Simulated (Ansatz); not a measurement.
A structure relaxed at PBE0-D4/def2-TZVP, charge 0, multiplicity 1:

```xyz
9

C    -0.2666    0.9311    0.1656
C     0.5773   -0.3227    0.2117
Se   -0.4362   -1.9739   -0.0702
H     0.3490    1.8128    0.3707
H    -1.0695    0.8933    0.9037
H    -0.7233    1.0643   -0.8174
H     1.0291   -0.4636    1.1956
H     1.3860   -0.2996   -0.5184
H    -0.8458   -1.6416   -1.4413
```

Question: Give its formula and SMILES.

Answer: C2H6Se, `CC[SeH]`.

Question: Summarise the bond lengths by kind.

Answer: 1 × C–C 1.512 Å; 5 × C–H 1.090 to 1.095 Å; 1 × C–Se 1.958 Å; 1 × H–Se 1.469 Å.

Results of the Gaussian-basis code of Ansatz.
